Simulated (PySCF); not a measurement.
Compound: 3,4-dimethylphosphinine, C7H9P.
Bonds: C1–C2, C2–C3 (aromatic), C3–C4 (aromatic), C4–P5 (aromatic), P5–C6 (aromatic), C6–C7 (aromatic), C7–C8, C2–C7 (aromatic). Hydrogens: H9, H10, H11 on C1; H12 on C3; H13 on C4; H14 on C6; H15, H16, H17 on C8.

The calculation used PBE0-D3(BJ)/def2-SVP geometry optimisation, gas phase (PySCF).

**Question.** What internal coordinates does the optimisation give?

**Answer.** 
| bond | length (pm) |
| --- | --- |
| C1–C2 | 150.1 |
| C2–C3 | 140.0 |
| C3–C4 | 139.0 |
| C4–P5 | 173.3 |
| P5–C6 | 173.5 |
| C6–C7 | 139.5 |
| C7–C8 | 150.4 |
| C2–C7 | 141.4 |
| C1–H9, C1–H10, C1–H11 | 110.1 |
| C3–H12 | 109.6 |
| C4–H13 | 109.6 |
| C6–H14 | 109.6 |
| C8–H15, C8–H16, C8–H17 | 110.1 |

Bonds in one row agree within 1 pm and their mean is given. A selection of angles:
| angle | degrees |
| --- | --- |
| C2–C1–H9 | 111.6 |
| H9–C1–H10 | 107.8 |
| H9–C1–H11 | 106.5 |
| C1–C2–C3 | 119.0 |
| C1–C2–C7 | 119.7 |
| C3–C2–C7 | 121.3 |
| C2–C3–C4 | 125.2 |
| C2–C3–H12 | 116.9 |
| C4–C3–H12 | 118.0 |
| C3–C4–P5 | 124.9 |
| C3–C4–H13 | 117.8 |
| P5–C4–H13 | 117.3 |
| C4–P5–C6 | 99.6 |
| P5–C6–C7 | 127.5 |
| P5–C6–H14 | 115.7 |
| C7–C6–H14 | 116.8 |
| C6–C7–C8 | 119.2 |
| C2–C7–C6 | 121.7 |
| C2–C7–C8 | 119.1 |
| C7–C8–H15 | 111.4 |
| H15–C8–H16 | 107.9 |

The 8 heavy atoms lie in one plane (0.001 Å rms). P5 (phosphorus bonded to 2 C) is bent (angle 99.6°). The 6-membered ring C2–C3–C4–P5–C6–C7 has internal angles of 99.6° to 127.5° (sum 720°, against 720° for a flat polygon); it is planar, 0.00 Å rms from its mean plane, widest ring torsion 0°. Of the pairs four or more bonds apart, H10···H12 is among the closest relative to their van der Waals radii: 2.26 Å, 94 % of the sum of Bondi's values. The C–C distances run from 1.390 Å (C3–C4, aromatic) to 1.504 Å (C7–C8, drawn single), a spread of 0.114 Å.

Point group: Cs (every atom within 0.08 Å of its image). PBE0-D3(BJ)/def2-SVP frequencies: not computed here.
